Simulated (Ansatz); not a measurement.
C$_{3}$H$_{6}$O$_{2}$Si. Charge 0, multiplicity 1. The bonds changed during the relaxation, so this is another structure than the one it started from. The structure was optimised at the PBE0-D4/def2-TZVP level. It is one conformer, not always the lowest.

```xyz
12

C     1.385    0.216   -1.370
Si    0.719   -1.107   -0.266
O    -0.827   -0.611    0.332
C    -0.760    0.420    1.104
C    -2.053    0.944    1.556
O    -2.673    1.761    0.916
H     0.695    0.421   -2.192
H     1.540    1.136   -0.804
H     2.341   -0.098   -1.796
H     1.564   -1.385    0.915
H     0.400   -2.359   -0.992
H    -2.331    0.663    2.599
```

Task: What is the dipole moment at PBE/def2-TZVPP? (Best estimate.)

Result: Ansatz gave: 3.74 D, with components (2.66, -2.46, -0.91) D in this frame, pointing from negative to positive charge.

Task: And with r2SCAN, B3LYP, ωB97M-V? (Estimate.)

Result: Computed: r2SCAN 3.74 D, B3LYP 3.73 D, ωB97M-V 3.61 D.

Task: Give the Mulliken charges with PBE, r2SCAN, B3LYP in def2-TZVPP. (Best estimate.)

Result: Computed: 
| atom | PBE | r2SCAN | B3LYP |
| --- | --- | --- | --- |
| C1 | -0.37 | -0.30 | -0.38 |
| Si2 | 0.43 | 0.52 | 0.51 |
| O3 | -0.15 | -0.23 | -0.23 |
| C4 | -0.03 | 0.00 | -0.01 |
| C5 | 0.10 | 0.18 | 0.13 |
| O6 | -0.25 | -0.32 | -0.29 |
| H7 | 0.12 | 0.09 | 0.12 |
| H8 | 0.13 | 0.11 | 0.13 |
| H9 | 0.11 | 0.08 | 0.11 |
| H10 | -0.05 | -0.06 | -0.06 |
| H11 | -0.06 | -0.07 | -0.07 |
| H12 | 0.01 | 0.01 | 0.04 |

B3LYP here is the variant with VWN-RPA as its local correlation; programs differ in this.
